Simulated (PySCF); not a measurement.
Potential energy of InN along the bond

Set-up: basis In def2-SVPD with ECP28, N def2-SVPD; scalar-relativistic core potentials; PySCF 2.14. Energies in eV from In + N in their ground configurations at the same level. All curves are PBE0. state 1: ³Σ⁻ (triplet), unpaired electrons π ↑↑; state 2: ³Π (triplet), unpaired electrons σ ↑, π ↑, a second solution, started from another occupation; state 3: Ms = 0 determinant of mixed spin (⟨S²⟩ near 1.0), unpaired electrons π ↑↓, a mixture of terms (⟨Lz²⟩ = 2.0), a second solution, started from another occupation; state 4: Ms = 0 determinant of mixed spin (⟨S²⟩ near 1.0), unpaired electrons σ ↓, π ↑, a second solution, started from another occupation.

```tsv
R (Å)	state 1	state 2	state 3	state 4
1.925	-1.196	-1.392	-0.655	-1.004
2.014	-1.585	-1.561	-1.041	-1.142
2.104	-1.794	-1.597	-1.247	-1.149
2.171	-1.866	-1.565	-1.316	-1.097
2.238	-1.884	-1.497	-1.330	-1.011
2.305	-1.861	-1.406	-1.302	-0.900
2.395	-1.785	-1.262	-1.217	-0.728
2.507	-1.641	-1.070	-1.059	-0.491
2.641	-1.432	-0.852	-0.827	-0.197
2.820	-1.147	-0.613	-0.488	0.160
```

Problem. Put a parabola through the three lowest points of the state 1 curve and estimate Re, k and ωe (reduced mass 12.48 u; 1 eV/Å² = 0.16022 mdyn/Å; ωe = 1302.8·√(k/μ) cm⁻¹).

Solution. Through R = 2.171, 2.238, 2.305 Å the second-order coefficient is 4.57 eV/Å², so Re ≈ 2.234 Å, k ≈ 1.46 mdyn/Å and ωe ≈ 446 cm⁻¹. A polynomial fit of higher order to the unrounded PBE0 energies gives Re = 2.231 Å, k = 1.49 mdyn/Å, ωe = 451 cm⁻¹; anharmonicity and rounding make the difference.

The higher-order fit for each curve: state 1: Re = 2.231 Å, ωe = 451 cm⁻¹, De = 1.88 eV; state 2: Re = 2.090 Å, ωe = 501 cm⁻¹, minimum 1.60 eV below the ground-state fragments; state 3: Re = 2.224 Å, ωe = 462 cm⁻¹, minimum 1.33 eV below the ground-state fragments; state 4: Re = 2.064 Å, ωe = 526 cm⁻¹, minimum 1.16 eV below the ground-state fragments.

⟨S²⟩ of the unrestricted solution departs from its pure value on part of the curve, where spin states mix. Spin–orbit coupling is left out, which matters for elements this heavy, above all for dissociation energies. The state was picked by a PBE0 search and need not be the measured ground state.
